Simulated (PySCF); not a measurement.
# Excitation energy of Ne²⁺ by level of theory

Ne²⁺ [He] 2s2 2p4 (3P) → Ne²⁺ [He] 2s1 2p4 3s1 (5P), as a difference of total energies. Computed with PySCF 2.14 in aug-cc-pCVTZ-DK with one added diffuse shell each of s, p, d, f type (8s7p5d3f, 75 functions), with the spin-free X2C one-electron Hamiltonian (Gaussian nucleus). Correlated levels: valence: 1s2 frozen; valence and next inner shell: nothing frozen. The calculations carry no spin-orbit coupling.

```csv
method,excitation energy (eV)
UHF,60.244
LDA,60.417
PBE,60.318
PBE0,60.698
r2SCAN,60.506
r2SCANh,60.599
TPSS,60.925
wB97X-V,61.286
HSE06,60.687
MP2 (valence),61.129
SCS-MP2 (valence),61.315
MP2 (valence and next inner shell),61.121
SCS-MP2 (valence and next inner shell),61.310
```

**Question.** How much does correlation contribute at MP2 (valence and next inner shell)?

**Answer.** 61.121 − (60.244) = 0.877 eV, measured against UHF.

The promoted electron is Rydberg-like, and one or two diffuse shells describe it only roughly, which tends to raise the upper state.
